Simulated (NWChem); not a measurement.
System: BeNH$_{2}$F; SMILES [NH2][Be][F]

NWChem input:

```
start job
memory heap 200 mb stack 900 mb global 1100 mb
geometry units angstroms
  Be     0.000000     0.000000    -0.090862
  F      0.000000     0.000000    -1.476898
  N      0.000000     0.000000     1.412757
  H      0.000000    -0.824445     1.988716
  H      0.000000     0.824445     1.988716
end
basis spherical
  Be library 6-31g*
  F library 6-31g*
  N library 6-31g*
  H library 6-31g*
end
dft
  xc b3lyp
  iterations 150
end
driver
  maxiter 120
end
task dft optimize
task dft freq
```

Output (shortened):

```
             Northwest Computational Chemistry Package (NWChem) 7.3.0
             --------------------------------------------------------

 C2V symmetry detected

                             Geometry "geometry" -> ""
                             -------------------------

 Output coordinates in angstroms (scale by  1.889725989 to convert to a.u.)

  No.       Tag          Charge          X              Y              Z
 ---- ---------------- ---------- -------------- -------------- --------------
    1 Be                   4.0000     0.00000000     0.00000000    -0.10046205
    2 F                    9.0000     0.00000000     0.00000000    -1.48649805
    3 N                    7.0000     0.00000000     0.00000000     1.40315695
    4 H                    1.0000     0.00000000    -0.82444500     1.97911595
    5 H                    1.0000     0.00000000     0.82444500     1.97911595

 Effective nuclear repulsion energy (a.u.)      47.3894667750

      Symmetry information
      --------------------

 Group name             C2v
 Group number             16
 Group order               4
 No. of unique centers     4

                                Z-matrix (autoz)
                                --------

 Units are Angstrom for bonds and degrees for angles

      Type          Name      I     J     K     L     M      Value
      ----------- --------  ----- ----- ----- ----- ----- ----------
    1 Stretch                  1     2                       1.38604
    2 Stretch                  1     3                       1.50362
    3 Stretch                  3     4                       1.00570
    4 Stretch                  3     5                       1.00570
    5 Bend                     1     3     4               124.93823
    6 Bend                     1     3     5               124.93823
    7 Bend                     2     3     4               124.93823
    8 Bend                     2     3     5               124.93823
    9 Bend                     4     3     5               110.12354
   10 Torsion                  1     3     4     5         180.00000
   11 Torsion                  1     3     5     4         180.00000
   12 Torsion                  2     1     4     3         180.00000
   13 Torsion                  2     1     5     3         180.00000

                           NWChem Geometry Optimization
                           ----------------------------

 maximum gradient threshold         (gmax) =   0.000450
 rms gradient threshold             (grms) =   0.000300
 maximum cartesian step threshold   (xmax) =   0.001800
 rms cartesian step threshold       (xrms) =   0.001200
 fixed trust radius                (trust) =   0.300000
 source of zmatrix                         =   autoz

          -------------------
          Energy Minimization
          -------------------

 Using diagonal initial Hessian
 Scaling for Hessian diagonals: bonds = 1.00  angles = 0.25  torsions = 0.10

          --------
          Step   0

                                 NWChem DFT Module
                                 -----------------

 Summary of "ao basis" -> "ao basis" (spherical)
 ------------------------------------------------------------------------------
       Tag                 Description            Shells   Functions and Types
 ---------------- ------------------------------  ------  ---------------------
 Be                          6-31g*                  6       14   3s2p1d
 F                           6-31g*                  6       14   3s2p1d
 N                           6-31g*                  6       14   3s2p1d
 H                           6-31g*                  2        2   2s

      Symmetry analysis of basis
      --------------------------

        a1         23
        a2          3
        b1          9
        b2         11

            General Information
            -------------------
          SCF calculation type: DFT
          Wavefunction type:  closed shell.
          No. of atoms     :     5
          No. of electrons :    22
           Alpha electrons :    11
            Beta electrons :    11
          Charge           :     0
          Spin multiplicity:     1
          Use of symmetry is: on ; symmetry adaption is: on
          Maximum number of iterations: 150
          AO basis - number of functions:    46
                     number of shells:    22
          Convergence on energy requested:  1.00D-06
          Convergence on density requested:  1.00D-05
          Convergence on gradient requested:  5.00D-04

              XC Information
              --------------
                         B3LYP Method XC Potential
                     Hartree-Fock (Exact) Exchange  0.200
                        Slater Exchange Functional  0.800 local
                    Becke 1988 Exchange Functional  0.720 non-local
              Lee-Yang-Parr Correlation Functional  0.810
                  VWN I RPA Correlation Functional  0.190 local

             Grid Information
             ----------------
          Grid used for XC integration:  medium
          Radial quadrature: Mura-Knowles
          Angular quadrature: Lebedev.
          Tag              B.-S. Rad. Rad. Pts. Rad. Cut. Ang. Pts.
          ---              ---------- --------- --------- ---------
          Be                  1.05       49           8.0       434
          F                   0.50       49           9.0       434
          N                   0.65       49           7.0       434
          H                   0.35       45           8.0       434
          Grid pruning is: on
          Number of quadrature shells:   192
          Spatial weights used:  Erf1

      Superposition of Atomic Density Guess
      -------------------------------------

 Sum of atomic energies:        -169.22929938

      Non-variational initial energy
      ------------------------------

 Total energy =    -169.932775
 1-e energy   =    -326.228689
 2-e energy   =     108.906447
 HOMO         =      -0.356018
 LUMO         =      -0.011345

      Symmetry analysis of molecular orbitals - initial
      -------------------------------------------------

  Numbering of irreducible representations:

     1 a1          2 a2          3 b1          4 b2

  Orbital symmetries:

     1 a1          2 a1          3 a1          4 a1          5 a1
     6 a1          7 b2          8 b1          9 b2         10 a1
    11 b1         12 a1         13 b2         14 b1         15 a1
    16 b2         17 a1         18 b1         19 b2         20 a1
    21 a1

   convergence    iter        energy       DeltaE   RMS-Dens  Diis-err
 ---------------- ----- ----------------- --------- --------- ---------
 d= 0,ls=0.0,diis     1   -170.5846241899 -2.18D+02  2.02D-02  6.39D-01
 d= 0,ls=0.0,diis     2   -170.5409878562  4.36D-02  1.01D-02  1.38D+00
 d= 0,ls=0.0,diis     3   -170.6593181826 -1.18D-01  1.35D-03  1.27D-02
 d= 0,ls=0.0,diis     4   -170.6597757553 -4.58D-04  8.18D-04  5.83D-03
 d= 0,ls=0.0,diis     5   -170.6603669543 -5.91D-04  1.07D-04  1.10D-04
  Resetting Diis
 d= 0,ls=0.0,diis     6   -170.6603793796 -1.24D-05  1.33D-05  6.18D-07
 d= 0,ls=0.0,diis     7   -170.6603794630 -8.34D-08  4.70D-06  4.08D-08

         Total DFT energy =     -170.660379463004
      One electron energy =     -329.368075472923
           Coulomb energy =      132.462356065216
    Exchange-Corr. energy =      -21.144126830270
 Nuclear repulsion energy =       47.389466774974

 Numeric. integr. density =       21.999999054876

                  Occupations of the irreducible representations
                  ----------------------------------------------

                     irrep           alpha         beta
                     --------     --------     --------
                     a1                7.0          7.0
                     a2                0.0          0.0
                     b1                2.0          2.0
                     b2                2.0          2.0

                       DFT Final Molecular Orbital Analysis
                       ------------------------------------

 Vector    9  Occ=2.000000D+00  E=-3.888955D-01  Symmetry=b1
              MO Center=  6.8D-17, -1.8D-16, -1.4D+00, r^2= 6.4D-01
   Bfn.  Coefficient  Atom+Function         Bfn.  Coefficient  Atom+Function
  ----- ------------  ---------------      ----- ------------  ---------------
    17      0.630787  2 F  px                21      0.435654  2 F  px
     3      0.124887  1 Be px                 7      0.081816  1 Be px
    31      0.043960  3 N  px                13      0.025088  1 Be d  1

 Vector   10  Occ=2.000000D+00  E=-3.882359D-01  Symmetry=b2
              MO Center= -1.6D-16, -5.5D-16, -1.4D+00, r^2= 6.6D-01
   Bfn.  Coefficient  Atom+Function         Bfn.  Coefficient  Atom+Function
  ----- ------------  ---------------      ----- ------------  ---------------
    18      0.632925  2 F  py                22      0.437932  2 F  py
     4      0.114411  1 Be py                 8      0.082237  1 Be py
    36     -0.044931  3 N  py                32     -0.041766  3 N  py
    11     -0.029118  1 Be d -1              44      0.029075  4 H  s
    46     -0.029075  5 H  s

[...]

      ----------------------
      Optimization converged
      ----------------------

  Step       Energy      Delta E   Gmax     Grms     Xrms     Xmax
  ---- ---------------- -------- -------- -------- -------- --------
@    2    -170.66044065 -1.4D-06  0.00017  0.00006  0.00086  0.00170
                                     ok       ok       ok       ok

                                Z-matrix (autoz)
                                --------

 Units are Angstrom for bonds and degrees for angles

      Type          Name      I     J     K     L     M      Value     Gradient
      ----------- --------  ----- ----- ----- ----- ----- ---------- ----------
    1 Stretch                  1     2                       1.38661    0.00001
    2 Stretch                  1     3                       1.50599   -0.00017
    3 Stretch                  3     4                       1.01150    0.00003
    4 Stretch                  3     5                       1.01150    0.00003
    5 Bend                     1     3     4               125.01059   -0.00003
    6 Bend                     1     3     5               125.01059   -0.00003
    7 Bend                     2     3     4               125.01059   -0.00003
    8 Bend                     2     3     5               125.01059   -0.00003
    9 Bend                     4     3     5               109.97881    0.00007
   10 Torsion                  1     3     4     5         180.00000    0.00000
   11 Torsion                  1     3     5     4         180.00000    0.00000
   12 Torsion                  2     1     4     3         180.00000    0.00000
   13 Torsion                  2     1     5     3         180.00000    0.00000

                         Geometry "geometry" -> "geometry"
                         ---------------------------------

 Output coordinates in angstroms (scale by  1.889725989 to convert to a.u.)

  No.       Tag          Charge          X              Y              Z
 ---- ---------------- ---------- -------------- -------------- --------------
    1 Be                   4.0000     0.00000000     0.00000000    -0.10351404
    2 F                    9.0000     0.00000000     0.00000000    -1.49012114
    3 N                    7.0000     0.00000000     0.00000000     1.40247155
    4 H                    1.0000     0.00000000    -0.82846339     1.98279620
    5 H                    1.0000     0.00000000     0.82846339     1.98279620

 Effective nuclear repulsion energy (a.u.)      47.3002994549

      Symmetry information
      --------------------

 Group name             C2v
 Group number             16
 Group order               4
 No. of unique centers     4

                Final and change from initial internal coordinates
                --------------------------------------------------

                                Z-matrix (autoz)
                                --------

 Units are Angstrom for bonds and degrees for angles

      Type          Name      I     J     K     L     M      Value       Change
      ----------- --------  ----- ----- ----- ----- ----- ---------- ----------
    1 Stretch                  1     2                       1.38661    0.00057
    2 Stretch                  1     3                       1.50599    0.00237
    3 Stretch                  3     4                       1.01150    0.00580
    4 Stretch                  3     5                       1.01150    0.00580
    5 Bend                     1     3     4               125.01059    0.07236
    6 Bend                     1     3     5               125.01059    0.07236
    7 Bend                     2     3     4               125.01059    0.07236
    8 Bend                     2     3     5               125.01059    0.07236
    9 Bend                     4     3     5               109.97881   -0.14473
   10 Torsion                  1     3     4     5         180.00000    0.00000
   11 Torsion                  1     3     5     4         180.00000    0.00000
   12 Torsion                  2     1     4     3         180.00000    0.00000
   13 Torsion                  2     1     5     3         180.00000    0.00000

[...]

 Rotational Constants
 --------------------
 A=  12.185359 cm-1  ( 17.531621 K)
 B=   0.218832 cm-1  (  0.314844 K)
 C=   0.214972 cm-1  (  0.309289 K)

 Temperature                      =   298.15K
 frequency scaling parameter      =   1.0000

 Zero-Point correction to Energy  =   18.078 kcal/mol  (  0.028809 au)
 Thermal correction to Energy     =   20.824 kcal/mol  (  0.033186 au)
 Thermal correction to Enthalpy   =   21.417 kcal/mol  (  0.034130 au)

 Total Entropy                    =   61.579 cal/mol-K
   - Translational                =   37.256 cal/mol-K (mol. weight =  44.0293)
   - Rotational                   =   19.184 cal/mol-K (symmetry #  =        2)
   - Vibrational                  =    5.139 cal/mol-K

 Cv (constant volume heat capacity) =   12.807 cal/mol-K
   - Translational                  =    2.979 cal/mol-K
   - Rotational                     =    2.979 cal/mol-K
   - Vibrational                    =    6.848 cal/mol-K

[normal modes left out]

 ----------------------------------------------------------------------------
 Normal Eigenvalue ||           Projected Infra Red Intensities
  Mode   [cm**-1]  || [atomic units] [(debye/angs)**2] [(KM/mol)] [arbitrary]
 ------ ---------- || -------------- ----------------- ---------- -----------
    1       -0.000 ||    0.000000           0.000         0.000       0.000
    2       -0.000 ||    0.000220           0.005         0.214       0.038
    3       -0.000 ||    0.001392           0.032         1.357       0.243
    4       -0.000 ||    0.001009           0.023         0.983       0.176
    5        0.000 ||    0.000975           0.023         0.951       0.170
    6        0.000 ||    0.001249           0.029         1.217       0.218
    7      255.453 ||    0.021473           0.495        20.933       3.751
    8      280.035 ||    0.252643           5.829       246.289      44.128
    9      322.519 ||    0.026142           0.603        25.484       4.566
   10      694.597 ||    0.141541           3.265       137.981      24.722
   11      716.234 ||    0.000074           0.002         0.072       0.013
   12     1522.291 ||    0.186509           4.303       181.818      32.577
   13     1620.166 ||    0.180763           4.170       176.217      31.573
   14     3580.421 ||    0.025438           0.587        24.798       4.443
   15     3660.162 ||    0.019352           0.446        18.865       3.380
 ----------------------------------------------------------------------------
```

Level: B3LYP/6-31G* (spherical d). B3LYP is NWChem's, with the RPA form of VWN correlation.
